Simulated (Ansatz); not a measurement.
**Run times for GeH2F (SMILES [F][GeH2])**

GeH2F: 4 atoms, total charge 0, spin state doublet. SMILES: `[F][GeH2]`. The shape is that of a PBE0-D4/def2-TZVP optimisation.

```tsv
atom	x (Å)	y (Å)	z (Å)
F	0.1382	-0.5854	1.4420
Ge	0.3057	-0.2232	-0.2571
H	-1.0788	-0.5278	-0.8820
H	0.6904	1.2760	-0.3231
```

Program: Ansatz 0.2.0. Hardware: 1 thread of Arm Neoverse V1, shared host, so times are rough. Ansatz fits the integrals of SCF and DFT runs by default. Its times include its search for lower SCF states.

(1) Estimate their order by wall time, quickest first.
A. energy at RPA@PBE/STO-3G, 10 core orbitals frozen
B. energy at UCCSDT/STO-3G, 10 core orbitals frozen
C. energy at U-wB97X/STO-3G
D. energy at UHF/STO-3G

Answers

(1) D (0.24 s), B (1.3 s), A (3.9 s), C (11 s).
